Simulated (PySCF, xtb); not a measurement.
C2H4FNOSi, SMILES O[Si@@H]1C=N[C@@H]1F. The values are those of a single conformer.

Harmonic wavenumbers (cm⁻¹) from GFN2-xTB in xtb 6.7.1 at its own minimum, in rising order: 110, 122, 238, 300, 330, 481, 489, 566, 624, 644, 782, 794, 855, 941, 988, 1048, 1126, 1210, 1270, 1627, 2389, 2934, 3046, 3621.

Question: What does r2SCAN-D4/def2-SVP (PySCF) give at its own minimum? (The exact figures need the calculation; the answer reports its results.)

Answer: 76, 95, 267, 326, 382, 485, 572, 607, 751, 762, 806, 891, 900, 925, 988, 1087, 1199, 1282, 1329, 1591, 2228, 3060, 3117, 3856. Paired by order, the mean absolute difference is 66 cm⁻¹ and the zero-point energies are 37.9 and 39.4 kcal/mol.
